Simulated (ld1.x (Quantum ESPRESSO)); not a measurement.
technetium: excitation energies, all-electron against PAW

```json
{"Element": "Tc (Z = 43)", "Generator": "ld1.x (Quantum ESPRESSO) 7.5", "Type": "PAW", "Functional": "BLYP", "Relativity": "fully relativistic", "Frozen core": "[Ar] 3d10", "Valence charge": "15", "Reference configuration": "4s2 4p6 4d5.5 5s1.5 5p0", "Partial waves": "4s (bound): rcut 1.35, rcutus 1.60 bohr; 5s (bound): rcut 1.35, rcutus 1.60 bohr; 4p (bound): rcut 1.55, rcutus 1.75 bohr; 5p (bound, empty): rcut 1.55, rcutus 1.75 bohr; 4d (bound): rcut 1.50, rcutus 1.60 bohr; 4d channel at 0.3 Ry: rcut 1.50, rcutus 1.60 bohr", "Local potential": "all-electron potential smoothed inside 1.60 bohr (lloc = -1)", "Core correction": "Bessel-smoothed model core inside 0.95 bohr", "Augmentation charge": "BESSEL, radius 1.50 bohr"}
```

Open shells are filled in proportion to 2j + 1 (rel_dist='average').

Energies are relative to the spin-unpolarised reference configuration 4s2 4p6 4d5.5 5s1.5 5p0; without spin polarisation the order of configurations can differ from experiment.

```csv
valence configuration,charge,ΔE all-electron (eV),error AE − PS (meV)
4s2 4p6 4d5 5s2 5p0,0,0.588,+0.4
4s2 4p6 4d5 5s1 5p0,+1,8.712,-0.3
4s2 4p6 4d4 5s2 5p0,+1,12.048,+2.1
4s2 4p6 4d5 5s0 5p1,+1,13.300,0.0
4s2 4p6 4d6 5s0 5p0,+1,6.909,+1.2
4s1 4p6 4d5 5s2 5p0,+1,80.344,-14
```

Question: What are ΔE and the potential's error for 4s2 4p6 4d5 5s0 5p0?

Answer: ΔE = 23.683 eV all-electron; the error (AE − PS) is +0.6 meV.

Levels in the configuration 4s2 4p6 4d5 5s2 5p0:

```
   level  all-electron (eV)  pseudo (eV)
4s j=1/2            -73.170      -73.170
4p j=1/2            -47.161      -47.159
4p j=3/2            -44.191      -44.189
4d j=3/2             -6.661       -6.660
4d j=5/2             -6.375       -6.374
5s j=1/2             -4.956       -4.956
```

The ghost test of this file was not conclusive.
